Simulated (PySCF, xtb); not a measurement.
C4H6OSe, SMILES C1OCC[Se]C=1.

GFN2-xTB run with xtb at its own geometry gives an orbital gap of 3.67 eV and a dipole moment of 1.56 D.

Coordinates come from a B3LYP-D3(BJ)/def2-SVP optimisation. The values are those of a single conformer.

Problem. What does M06-2X/def2-TZVP run with PySCF give? (The exact figures need the calculation; the answer reports its results.)

Solution. gap 7.65 eV (levels -6.80 and 0.85 eV), dipole 1.07 D.
